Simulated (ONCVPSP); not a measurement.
Logarithmic derivatives: oxygen (O), ONCV

```
Element                 : O
Generator               : ONCVPSP 4.0.1
Type                    : optimised norm-conserving Vanderbilt (ONCV)
Functional              : LDA (Perdew-Zunger)
Relativity              : scalar-relativistic
Frozen core             : [He]
Valence charge          : 6
Reference configuration : 2s1 2p5
Partial waves           : 2s: rc 0.90 bohr, ncon 4, nbas 7, qcut 8.7 1/bohr, 2 projectors, debl 3.4 Ha; 2p: rc 2.15 bohr, ncon 4, nbas 7, qcut 5.6 1/bohr, 2 projectors, debl 3.6 Ha; d scattering state at 0.1 Ha: rc 2.00 bohr, ncon 4, nbas 8, qcut 4.7 1/bohr, 1 projector
Local potential         : polynomial inside 0.75 bohr (lpopt 2, dvloc0 4 Ha)
Core correction         : polynomial model core, fcfact 0.35
```

The phase is arctan(r·R′/R) of the radial function R(r), unwrapped; energies in Ha, scanned from -2 to 5 Ha. A pole is an energy at which the radial function vanishes at the test radius. The pseudo phase is shifted by a multiple of π to meet the all-electron one at the reference energy, and phase errors are pseudo minus all-electron; the curves can meet again beyond the range given. Levels narrower than the energy grid can be missing from the lists of poles.

```csv
channel,radius (bohr),reference energy (Ha),"poles, all-electron","poles, pseudo",unbroken range about the reference energy with phases within 0.05 rad,phase error 1 Ha above the reference energy (rad)
s,0.91,-0.89,none,none,the whole range,-0.000
p,2.18,-0.35,"-0.17, 3.02","-0.16, 3.02",below 0.6,+0.051
d,2.03,0.10,2.61,2.68,below 3.6,+0.005
```

Phases in the p channel:

| E (Ha) | all-electron | pseudo |
| --- | --- | --- |
| -1.98 | 1.258 | 1.259 |
| -1.80 | 1.235 | 1.236 |
| -1.62 | 1.206 | 1.208 |
| -1.44 | 1.169 | 1.171 |
| -1.26 | 1.117 | 1.119 |
| -1.08 | 1.039 | 1.042 |
| -0.90 | 0.903 | 0.907 |
| -0.72 | 0.603 | 0.610 |
| -0.54 | -0.234 | -0.228 |
| -0.36 | -1.183 | -1.183 |
| -0.18 | -1.551 | -1.550 |
| 0.00 | -1.739 | -1.734 |
| 0.18 | -1.886 | -1.876 |
| 0.36 | -2.045 | -2.027 |
| 0.54 | -2.265 | -2.230 |
| 0.72 | -2.619 | -2.553 |
| 0.90 | -3.157 | -3.061 |
| 1.08 | -3.695 | -3.616 |
| 1.26 | -4.043 | -3.997 |
| 1.44 | -4.246 | -4.219 |
| 1.62 | -4.372 | -4.356 |
| 1.80 | -4.458 | -4.447 |
| 1.98 | -4.520 | -4.513 |
| 2.16 | -4.567 | -4.563 |
| 2.34 | -4.606 | -4.603 |
| 2.52 | -4.639 | -4.637 |
| 2.70 | -4.668 | -4.666 |
| 2.88 | -4.694 | -4.693 |
| 3.06 | -4.718 | -4.718 |
| 3.24 | -4.742 | -4.742 |
| 3.42 | -4.766 | -4.766 |
| 3.60 | -4.792 | -4.791 |
| 3.78 | -4.820 | -4.818 |
| 3.96 | -4.852 | -4.848 |
| 4.14 | -4.891 | -4.883 |
| 4.32 | -4.941 | -4.926 |
| 4.50 | -5.011 | -4.982 |
| 4.68 | -5.119 | -5.059 |
| 4.86 | -5.304 | -5.174 |
